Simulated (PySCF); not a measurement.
HSE06 on Cu⁻ (copper, charge -1), [Ar] 3d10 4s2, closed-shell 1S. All numbers are calculated (PySCF 2.14, no relativity, point nucleus, in dyall-av2z).

```
cycle= 1 E= -1640.28110162383  delta_E= -0.00391  |g|= 0.425  |ddm|= 0.397
cycle= 2 E= -1640.10943427407  delta_E= 0.172  |g|=  1.2  |ddm|= 0.384
cycle= 3 E= -1640.30781476756  delta_E= -0.198  |g|= 0.0648  |ddm|= 0.289
cycle= 4 E= -1640.3085047339  delta_E= -0.00069  |g|= 0.00592  |ddm|= 0.0172
cycle= 5 E= -1640.30851104233  delta_E= -6.31e-06  |g|= 0.00145  |ddm|= 0.00629
cycle= 6 E= -1640.3085120503  delta_E= -1.01e-06  |g|= 0.000333  |ddm|= 0.00272
cycle= 7 E= -1640.30851206827  delta_E= -1.8e-08  |g|= 7.26e-06  |ddm|= 0.000148
cycle= 8 E= -1640.30851206829  delta_E= -1.75e-11  |g|= 3.79e-07  |ddm|= 7.94e-06
converged SCF energy = -1640.30851206829  <S^2> = 7.1054274e-15  2S+1 = 1
```

Highest occupied orbital energy: 0.797 eV; ⟨L²⟩ = 0.00; populations by l: s 8.00, p 12.00, d 10.00, f 0.00.

Q: Can this result be used?

A: With care. Self-consistency was reached. At HSE06 the highest occupied level has a positive energy, so only the finite basis holds that electron; in a semilocal or global hybrid functional this comes from self-interaction and does not mean that the real anion is unbound.
